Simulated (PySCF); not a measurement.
C₂H₄N₂Si.
Atom-mapped SMILES: `[CH2:1]=[N:2][SiH2:3][C:4]#[N:5]` (hydrogens: H6, H7 on C1; H8, H9 on Si3)

All values: CAM-B3LYP/def2-SVPD (PySCF, non-relativistic), on one gas-phase PBE0-D3(BJ)/def2-SVP geometry that isn't relaxed in the solvent. The solvent is an IEF-PCM continuum (Bondi radii, 1.10 Å for H, scaled by 1.2), and excitations are vertical TDDFT with non-equilibrium linear response and a frozen core. Only the electrostatic response of the medium enters.

Gas-phase singlets (H = HOMO, L = LUMO):

```
state  E (eV)  λ (nm)      f  leading configuration
   S1   4.094     303  0.000                H→L 96%
   S2   6.359     195  0.031              H→L+1 95%
   S3   6.892     180  0.002            H-1→L+1 33%
   S4   6.970     178  0.004              H→L+2 80%
   S5   7.287     170  0.003            H-1→L+2 32%
```

Question: How does the list change in acetonitrile (ε = 35.69)?

Answer: 
| state | E (eV) | λ (nm) | f | leading configuration | change by rank (eV) |
| --- | --- | --- | --- | --- | --- |
| S1 | 4.205 | 295 | 0.000 | H→L 87% | +0.111 |
| S2 | 6.185 | 200 | 0.036 | H→L+1 86% | -0.174 |
| S3 | 6.622 | 187 | 0.010 | H→L+2 97% | -0.270 |
| S4 | 7.048 | 176 | 0.002 | H-1→L+1 20% | +0.078 |
| S5 | 7.433 | 167 | 0.008 | H-3→L+1 20% | +0.146 |

Question: Give the list for dimethylsulfoxide (ε = 46.83), n² = 2.19.

Answer: 
| state | E (eV) | λ (nm) | f | leading configuration | change by rank (eV) |
| --- | --- | --- | --- | --- | --- |
| S1 | 4.204 | 295 | 0.000 | H→L 87% | +0.110 |
| S2 | 6.180 | 201 | 0.039 | H→L+1 86% | -0.179 |
| S3 | 6.617 | 187 | 0.011 | H→L+2 97% | -0.275 |
| S4 | 7.048 | 176 | 0.002 | H-1→L+1 20% | +0.078 |
| S5 | 7.431 | 167 | 0.010 | H-3→L+1 19% | +0.144 |

Question: The ground-state energy changes by -0.301 eV from gas to dimethylsulfoxide. By how much does the total energy of gas-phase S1 change?

Answer: E(S1) = E(S0) + excitation energy, so it changes by -0.301 + 0.110 = -0.191 eV: it is lowered less than the ground state, which is what a blue shift means. This is the vertical state, with the slow part of the continuum still set for S0.

Question: How do the frontier levels move from gas to dimethylsulfoxide?

Answer: 
```json
{"orbital": "LUMO+2", "gas (eV)": "0.74", "solvent (eV)": "0.64", "change (eV)": "-0.10"}
{"orbital": "LUMO+1", "gas (eV)": "0.32", "solvent (eV)": "0.46", "change (eV)": "+0.14"}
{"orbital": "LUMO", "gas (eV)": "-0.49", "solvent (eV)": "-0.13", "change (eV)": "+0.36"}
{"orbital": "HOMO", "gas (eV)": "-9.26", "solvent (eV)": "-8.95", "change (eV)": "+0.31"}
{"orbital": "HOMO-1", "gas (eV)": "-11.11", "solvent (eV)": "-11.02", "change (eV)": "+0.09"}
{"orbital": "HOMO-2", "gas (eV)": "-11.42", "solvent (eV)": "-11.49", "change (eV)": "-0.07"}
{"orbital": "HOMO-3", "gas (eV)": "-11.60", "solvent (eV)": "-11.80", "change (eV)": "-0.20"}
```

The HOMO–LUMO gap goes from 8.76 to 8.82 eV. Rows go by rank; for HOMO-3, HOMO-2 and HOMO-1 the atom shares or the degeneracy differ between the runs, so the row needn't follow one orbital.

The run took about 25 s of CPU time (one thread, shared machine). This is the whole response run at CAM-B3LYP/def2-SVPD in dimethylsulfoxide, SCF included.

The values belong to the conformer `[CH2:1]=[N:2][SiH2:3][C:4]#[N:5]`: C1–N2–Si3–C4 118°.
